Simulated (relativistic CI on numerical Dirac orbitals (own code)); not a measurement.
# Radial parameters of Lu XX

Method of calculation: Dirac-Coulomb-Breit CI, KLI orbitals optimised for each configuration, QED by a radiative potential, unscaled Slater integrals (own radial code, finite nucleus).

Slater integrals F^k, G^k are unscaled and averaged over j, outside the closed core [Ar] 3d10 4p6 4d10; ζ comes from projecting the Hamiltonian with its Breit term on Σ l·s of the shell.

- 4s2 4f6: F^2(4f,4f) = 195400, F^4(4f,4f) = 126050, F^6(4f,4f) = 91750, ζ(4f) = 4888.7 cm⁻¹; <r>(4f) = 0.5236, <r^2>(4f) = 0.3193 (bohr units).
- 4s2 4f5 5s: F^2(4f,4f) = 198110, F^4(4f,4f) = 127910, F^6(4f,4f) = 93136, ζ(4f) = 5053, G^3(4f,5s) = 32388 cm⁻¹; <r>(4f) = 0.5176, <r^2>(4f) = 0.3118, <r>(5s) = 0.9141, <r^2>(5s) = 0.93 (bohr units).
- 4s2 4f4 5s2: F^2(4f,4f) = 201120, F^4(4f,4f) = 129980, F^6(4f,4f) = 94684, ζ(4f) = 5219.7 cm⁻¹; <r>(4f) = 0.5111, <r^2>(4f) = 0.3037 (bohr units).

Averages of the first 6 configurations, taken without configuration mixing, which lowers the lowest level and can move excited configurations by several eV; other configurations of the list can lie among them:

| Configuration | Parity | States | Average energy above the lowest level (eV) |
| --- | --- | --- | --- |
| 4s2 4f6 | even | 3003 | 18.4 |
| 4s2 4f5 5s | odd | 4004 | 53.7 |
| 4s2 4f4 5s2 | even | 1001 | 97.0 |
| 4s2 4f5 6s | odd | 4004 | 238.6 |
| 4s 4f7 | odd | 6864 | 538.6 |
| 4f8 | even | 3003 | 1061.1 |
